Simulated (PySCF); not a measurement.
A ladder for the ionisation energy of Mn⁺

Mn⁺ [Ar] 3d5 4s1 (7S) → Mn²⁺ [Ar] 3d5 (6S). Scalar values calculated with PySCF 2.14 in x2c-TZVPPall with one added diffuse shell each of s, p, d, f type (spin-free X2C; valence: [Ar] frozen; valence and next inner shell: [Ne] frozen). The spin-orbit shift comes from two-component X2C-1e calculations (generalised Hartree-Fock, GHF, and MP2 on its spinors, GMP2) in x2c-QZVPPall-2c: GMP2 gives 15.652 eV without and 15.652 eV with screened spin-orbit coupling, a shift of 0.000 eV (GHF: 0.000 eV). Sums use unrounded values; where a UHF row is shifted, it takes the GHF shift.

| method | scalar (eV) |
| --- | --- |
| UHF | 14.855 |
| MP2 (valence) | 15.291 |
| SCS-MP2 (valence) | 15.000 |
| CCSD (valence) | 15.320 |
| CCSD(T) (valence) | 15.336 |
| LDA | 16.504 |
| PBE | 16.262 |
| PBE0 | 15.948 |
| r2SCAN | 16.139 |
| B2PLYP | 15.643 |
| M06 | 15.598 |
| r2SCANh | 16.046 |
| PW91 | 16.332 |
| MP2 (valence and next inner shell) | 15.620 |
| SCS-MP2 (valence and next inner shell) | 15.340 |
| CCSD (valence and next inner shell) | 15.559 |
| CCSD(T) (valence and next inner shell) | 15.603 |

Form a composite estimate from CCSD(T) (valence and next inner shell) and the spin-orbit shift, and compare it with the reference, 15.640 eV (measured; NIST Atomic Spectra Database, ionization energies).

15.603 + (0.000) = 15.603 eV, an error of -0.037 eV.

The errors of the correlated levels include the incompleteness of the basis and the frozen core, so a lower level can come closer by cancellation.
